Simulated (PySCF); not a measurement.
Si(H)(Cl)2(OMe) (CH4Cl2OSi), SMILES [SiH](Cl)(OC)Cl. Geometry: PBE-D3(BJ)/def2-SVP. Other conformers were not sampled.

Give the equilibrium geometry at PBE-D3(BJ)/def2-SVP (PySCF confirms it by a frequency run) as a Z-matrix. (The exact figures need the calculation; the answer reports its results.)

One answer among several that fit: 
```
O
C 1 1.4204
H 2 1.1080 1 108.12
H 2 1.1119 3 108.61 1 121.30
H 2 1.1129 3 108.30 4 117.68
Si 1 1.6548 2 126.03 3 167.42
H 6 1.4919 1 113.47 2 74.25
Cl 6 2.0566 7 109.15 1 -118.39
Cl 6 2.0756 7 108.04 1 121.82
```
